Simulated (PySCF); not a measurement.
Cl₃Tl, SMILES [Cl][Tl]([Cl])[Cl].

Coordinates come from a B3LYP-D3(BJ)/def2-SVP optimisation. The def2 effective core potentials stand for the cores of Tl; spin–orbit coupling is left out.

These are TDDFT-CAM-B3LYP/def2-SVPD in PySCF values and carry that method's errors.

Vertical excitations; the highest root listed may be one member of a degenerate set. The molecule is in vacuum. State labels are in the subgroup C2v.

Computed lowest excited states:
| state | symmetry | energy (eV) | λ (nm) | f | main pairs |
|---|---|---|---|---|---|
| S1 | B1 | 3.92 | 316 | 0.000 | HOMO−2→LUMO 98 % |
| S2 | B2 | 3.97 | 312 | 0.000 | HOMO−3→LUMO (degenerate set) |
| S3 | A2 | 3.97 | 312 | 0.000 | HOMO−4→LUMO (degenerate set) |
| S4 | B1 | 4.01 | 309 | 0.044 | HOMO→LUMO (degenerate set) |
| S5 | A1 | 4.01 | 309 | 0.044 | HOMO−1→LUMO (degenerate set) |
| S6 | B2 | 4.45 | 279 | 0.014 | HOMO−5→LUMO 98 % |
| S7 | A1 | 5.80 | 214 | 0.220 | HOMO−6→LUMO, HOMO−3→LUMO+1 (degenerate set) |
| S8 | B1 | 5.80 | 214 | 0.220 | HOMO−7→LUMO, HOMO−4→LUMO+1 (degenerate set) |
| S9 | A2 | 6.31 | 197 | 0.000 | HOMO→LUMO+1 (degenerate set) |
| S10 | B2 | 6.31 | 197 | 0.000 | HOMO−1→LUMO+1 (degenerate set) |
| T1 | B1 | 3.36 | 369 | 0 | HOMO→LUMO (degenerate set) |
| T2 | A1 | 3.36 | 369 | 0 | HOMO−1→LUMO (degenerate set) |
| T3 | B1 | 3.53 | 351 | 0 | HOMO−2→LUMO 97 % |
| T4 | B2 | 3.59 | 345 | 0 | HOMO−3→LUMO 97 % |
Triplets are in the Tamm–Dancoff approximation, which puts them higher than full response would, so one can lie above its singlet here.
